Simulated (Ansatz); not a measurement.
A family of molecules: the dipole moment

Gas-phase molecules, one atom swapped for its congeners: CH8BN `[BH3-][NH2+]C`; CH8AlN `C[NH2+][AlH3-]`; CH8GaN `C[NH2+][GaH3-]`; CH8InN `C[NH2+][InH3-]`. All are singlets with charge 0.

Shapes, held fixed at every level: PBE0-D4/def2-TZVP. Programs: Ansatz 0.2.0. Values in D.

```
               level  CH8BN  CH8AlN  CH8GaN  CH8InN
   PBE-D4/def2-TZVPP   5.27    5.40    5.04    4.76
r2SCAN-D4/def2-TZVPP   5.34    5.50    5.11    4.78
 B3LYP-D4/def2-TZVPP   5.33    5.46    5.07    4.76
  wB97M-V/def2-TZVPP   5.38    5.48    5.06    4.72
```

At wB97M-V/def2-TZVPP the dipole moment isn't monotonic: it is largest for Al and smallest for In (5.48 and 4.72 D). Every level shows the same order. For atoms past krypton def2 sets carry core potentials with scalar relativity. Relativity is left out for Ga.
